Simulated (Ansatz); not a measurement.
Abridged output of a molecular run in Ansatz:

```
Functional definition: HF
1651 factors; integrals over basis functions are off by at most 1.0e-3 eV
mean field evaluation 1: about -38042.4063 eV, gradient 4.6e1 eV
mean field evaluation 2: about -38042.7820 eV, gradient 4.6e1 eV
mean field evaluation 4: about -38046.7059 eV, gradient 3.6e0 eV
mean field evaluation 8: about -38046.7656 eV, gradient 3.0e-1 eV
mean field -38046.76595056 eV, -1398.1928596587 hartree, gradient 3.4e-6 eV, S^2 0.000000; 0 other end points of the search recorded, 0 dependent functions left out
18 core orbitals not correlated: weight in the atoms' cores, before any rotation towards them, 1.000 or more for the frozen orbitals, at most 0.000 for the correlated occupied ones
reference -38046.76595056 eV, -1398.1928596587 hartree; 19, 19 occupied and 238, 238 virtual orbitals, 1651 factors
second order -30.93610948 eV of doubles, -0.00000000 eV of singles
cycle   1  -31.44932502 eV  change   -5.1e-1 eV  update   1.1e-1
cycle   2  -32.10010109 eV  change   -6.5e-1 eV  update   3.0e-2
cycle   3  -32.24271081 eV  change   -1.4e-1 eV  update   1.5e-2
cycle   4  -32.22856335 eV  change    1.4e-2 eV  update   3.0e-3
cycle   5  -32.22741692 eV  change    1.1e-3 eV  update   1.3e-3
cycle   6  -32.22805349 eV  change   -6.4e-4 eV  update   3.6e-4
cycle   7  -32.22782730 eV  change    2.3e-4 eV  update   1.3e-4
cycle   8  -32.22779418 eV  change    3.3e-5 eV  update   3.4e-5
perturbative correction -1.27106147 eV, -0.0467106473 hartree
Total energy: -38080.26480620 eV, -1399.4239198972 hartree
```

Its atoms:

Cartesian coordinates in Å:
```
C 0.9599 -1.1665 -0.6683
O 0.6792 -0.1297 0.2519
Si -0.6379 0.8017 0.2665
O -0.5697 1.8290 1.5109
Cl -2.2921 -0.3948 0.3757
Cl -0.7732 1.9218 -1.4189
H 1.0502 -0.7710 -1.6839
H 1.9076 -1.6200 -0.3785
H 0.1772 -1.9302 -0.6490
H -0.5011 1.4599 2.3935
```

Task: Which basis set was used?
A. def2-TZVPPD
B. def2-TZVPP
C. cc-pV(D+d)Z
D. cc-pV(Q+d)Z

Result: B. It gives 275 functions.

Task: Write the keys of the input that set method, charge and spin (a neutral closed shell needs none for the last two).

Result: 
```yaml
correlation: {method: ccsd_t}
```
